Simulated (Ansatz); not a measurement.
Consider the isomerisation: `BC(C)F` → `CBCF`.

Computed with Ansatz on PBE0-D4/def2-TZVP structures; ΔE is electronic, products minus reactants. CBS: MP2 limit from def2 TZ/QZ plus the TZ coupled-cluster correction, frozen cores. Functionals use def2-TZVPP. HSE06 is defined as in plane-wave codes. Each species was taken in one conformer, which may not be the lowest.

`BC(C)F`:

Z-matrix (Å, degrees):
```
C
C 1 1.521
F 1 1.398 2 108.5
B 1 1.555 2 113.8 3 126.9
H 1 1.104 2 108.0 3 -114.8
H 2 1.092 1 110.4 3 173.7
H 2 1.091 1 109.9 3 53.7
H 2 1.092 1 111.1 3 -66.0
H 4 1.193 1 121.7 2 -122.9
H 4 1.196 1 117.8 2 57.8
```

`CBCF`:

Cartesian coordinates in Å:
```
C -0.016 0.124 -1.366
B -0.521 0.290 0.096
C 0.308 -0.286 1.280
F -0.227 -0.087 2.544
H 0.086 1.113 -1.831
H 0.927 -0.414 -1.483
H -0.784 -0.383 -1.963
H -1.550 0.864 0.318
H 1.321 0.147 1.266
H 0.454 -1.368 1.139
```

```
         level  ΔE (kJ/mol)  difference from CCSD(T)/CBS
       BLYP-D4        -46.7                         -3.1
      HSE06-D4        -48.7                         -5.1
      BHLYP-D4        -44.7                         -1.1
  CAM-B3LYP-D4        -45.7                         -2.1
       ωB97M-V        -46.2                         -2.6
           PBE        -50.5                         -6.9
        revPBE        -50.5                         -6.9
          PBE0        -49.2                         -5.6
         HSE06        -49.3                         -5.7
   HF/def2-SVP        -39.8                          3.8
  MP2/def2-SVP        -40.8                          2.8
 CCSD/def2-SVP        -39.5                          4.1
 HF/def2-TZVPP        -40.1                          3.5
MP2/def2-TZVPP        -43.9                         -0.3
 HF/def2-QZVPP        -40.2                          3.4
 MP2/CBS(def2)        -44.4                         -0.8
   CCSD(T)/CBS        -43.6                            0
```

Largest T1 diagnostic among the species: 0.010.

In def2-TZVPP, CCSD(T) changes the Hartree–Fock value by −3.0 kJ/mol (the triples alone add +0.0 kJ/mol) and MP2 by −3.8 kJ/mol. Leaving LDA and LC-ωPBE aside and taking each functional with its dispersion term where it has one, the values, not all of them listed here, spread over 8.4 kJ/mol, from B97M-V to ωB97X-V.
